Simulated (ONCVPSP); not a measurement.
Pseudopotential generation for titanium (Ti): ONCV, PBE, scalar-relativistic.

* Element: Ti
* Generator: ONCVPSP 4.0.1
* Type: optimised norm-conserving Vanderbilt (ONCV)
* Functional: PBE
* Relativity: scalar-relativistic
* Frozen core: [Ne]
* Valence charge: 12
* Reference configuration: 3s2 3p6 3d2 4s0.5 (charge +1.5)
* Partial waves: 3s+4s: rc 1.65 bohr, ncon 3, nbas 7, qcut 8.9 1/bohr, 2 projectors; 3p: rc 1.00 bohr, ncon 5, nbas 8, qcut 9.7 1/bohr, 2 projectors, debl 1.6 Ha; 3d: rc 2.55 bohr, ncon 4, nbas 9, qcut 5.2 1/bohr, 1 projector
* Local potential: polynomial inside 0.90 bohr (lpopt 5, dvloc0 1 Ha)
* Core correction: Teter function, fcfact 5, rcfact 1.5

In the p channel the program set the typed energies aside and used -1.849, 0.250 Ha.

All-electron outer shells of the reference configuration (PBE, scalar-relativistic, ld1.x):

```csv
shell,level (eV),outermost node (bohr),outermost maximum (bohr)
2p,-455.68,–,0.22
3s,-74.07,0.40,0.87
3p,-50.30,0.37,0.90
3d,-15.38,–,0.97
4s,-13.54,1.23,2.67
```

**Question.** Estimate the cutoffs (Ha) at which the residual kinetic energy of the hardest occupied pseudo-wave falls to 1 and 0.1 mHa per electron.

**Answer.** 40 Ha and 71 Ha.

**Question.** What does a ghost test show?

**Answer.** No bound ghost flagged; no localised positive-energy state flagged.

**Question.** Which valence shell sets the plane-wave cutoff?

**Answer.** 3p: 40 Ha for 1 mHa per electron, against 23 Ha for 3s.

**Question.** Tests: 3s2 3p6 3d2 4s2; 3s2 3p6 3d2 4s1; 3s2 3p6 3d2 4s0; 3s2 3p6 3d3 4s1. Which has the largest error in its energy relative to the reference configuration, and how large is it?

**Answer.** 3s2 3p6 3d3 4s1, with +48 meV (all-electron minus pseudo) on -12.21 eV.
